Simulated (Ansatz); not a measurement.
Computed with Ansatz on PBE0-D4/def2-TZVP structures; ΔE is electronic, products minus reactants. CCSD(T)/CBS adds triple-zeta CCSD(T) − MP2 to the extrapolated MP2 energy (def2 sets, frozen cores). Functionals use def2-TZVPP. For Ge outer-core shells are correlated without core-valence functions, which leaves a few kJ/mol of doubt a bond. Scalar relativity is left out up to krypton. Each species was taken in one conformer, which may not be the lowest.

`F[Si](Cl)(Cl)[O][GeH3]` + `CC=N` → `C/C=[N]\[GeH3]` + `O[Si](F)(Cl)Cl`  (ligand exchange at a Ge–O bond)

| level | ΔE (kJ/mol) | difference from CCSD(T)/CBS |
| --- | --- | --- |
| r2SCAN-D4 | 51.2 | -2.3 |
| PBE0-D4 | 50.4 | -3.1 |
| ωB97M-V | 55.0 | 1.5 |
| B2PLYP | 55.2 | 1.7 |
| PBE | 45.4 | -8.1 |
| HF/def2-TZVPP | 69.9 | 16.4 |
| SCS-MP2/def2-TZVPP | 57.7 | 4.2 |
| CCSD/def2-TZVPP | 58.2 | 4.7 |
| MP2/CBS(def2) | 50.6 | -2.9 |
| CCSD/CBS(def2) | 56.0 | 2.5 |
| CCSD(T)/CBS | 53.5 | 0 |

Largest T1 diagnostic among the species: 0.013.

In def2-TZVPP, CCSD(T) changes the Hartree–Fock value by −14.2 kJ/mol (the triples alone add −2.5 kJ/mol) and MP2 by −17.0 kJ/mol. From PBE to PBE0 (25 % exact exchange), in def2-TZVPP and without D4, ΔE moves by +4.1 kJ/mol.
